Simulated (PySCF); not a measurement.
**Ni³⁺ (nickel, charge +3) across methods**

[Ar] 3d7, high-spin 4F determinant. Calculation: PySCF 2.14, in x2c-TZVPPall with one added diffuse shell each of s, p, d, f type (7s6p5d3f1g, 80 functions); scalar relativity by spin-free X2C-1e.

```tsv
method	E (hartree)	mean ε 3p β (eV)	mean ε 3d α (eV)	mean ε 3d β (eV)	Σ⟨r²⟩ (bohr²)	⟨S²⟩
LDA	-1515.443	-108.43	-48.720	-45.684	13.05	3.751
PBE0	-1518.061	-112.58	-51.606	-48.585	12.93	3.751
wB97X-V	-1518.150	-114.83	-53.860	-51.052	12.95	3.751
PBE	-1518.017	-108.30	-48.441	-45.710	13.03	3.751
r2SCAN	-1518.262	-109.54	-48.951	-46.080	12.92	3.751
PW91	-1518.393	-108.41	-48.545	-45.870	13.03	3.751
UHF	-1517.03748	-123.94	-60.179	-56.144	12.76	3.753
revPBE	-1518.185	-108.23	-48.357	-45.641	13.02	3.751
```

(1) Estimate the same row for TPSS.

## Answers

(1) E (hartree) = -1518.318; mean ε 3p β (eV) = -108.66; mean ε 3d α (eV) = -48.316; mean ε 3d β (eV) = -45.989; Σ⟨r²⟩ (bohr²) = 13.00; ⟨S²⟩ = 3.751.
